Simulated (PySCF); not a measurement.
The numbers are results of PBE-D3(BJ)/def2-TZVP // PBE0-D4/def2-SVP (PySCF 2.14.0), not measurements. Isolated molecules, 0 K electronic values unless said otherwise. One relaxed conformer stands for a flexible species; it need not be the lowest. Excitations are Tamm–Dancoff values on a coarser integration grid. The basis has no diffuse functions, so Rydberg states are missing or too high.

Reference species (SMILES): `[C@]1(B)([C@@H]2CC[C@H]1CC2)C=O` (neutral, multiplicity 1).

* **S1 oscillator strength**: 0.009
* **S1 excitation (TDA)**: 3.06 eV
* **T1 excitation (TDA)**: 2.80 eV
* **S1–T1 gap (TDA)**: 0.26 eV

Changed species: `B[C@@]12CC[C@@H](C1)[C@@H](C=O)C2`.

**Question.** What does the change do to the S1 oscillator strength, S1 excitation (TDA), T1 excitation (TDA) and S1–T1 gap (TDA)?

**Answer.** the S1 oscillator strength hardly moves; the S1 excitation (TDA) goes up by 0.60 eV, to 3.66 eV; the T1 excitation (TDA) rises by 0.76 eV, to 3.56 eV; the S1–T1 gap (TDA) decreases by 0.16 eV, to 0.10 eV.
